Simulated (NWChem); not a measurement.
NH4 cation; SMILES [NH4+]

```xyz
5

N      0.0000     0.0000     0.0000
H     -0.5910    -0.5910    -0.5910
H      0.5910     0.5910    -0.5910
H     -0.5910     0.5910     0.5910
H      0.5910    -0.5910     0.5910
```
Atoms are numbered in this order, from 1.

Results from NWChem. Pople sets run with spherical d functions. Coordinates come from a PBE0-D3(BJ)/def2-TZVP optimisation. B3LYP is NWChem's, with the RPA form of VWN correlation. Isotropic indirect couplings, all four terms, static geometry, non-relativistic.

Problem. Estimate the computed values for B3LYP/6-31G**. Quantities: J(14N atom 1, 1H atom 2) (Hz); J(1H atom 2, 1H atom 3) (Hz).

Solution. The J(14N atom 1, 1H atom 2) (Hz) comes out as 56.2 and the J(1H atom 2, 1H atom 3) (Hz) is -13.6.
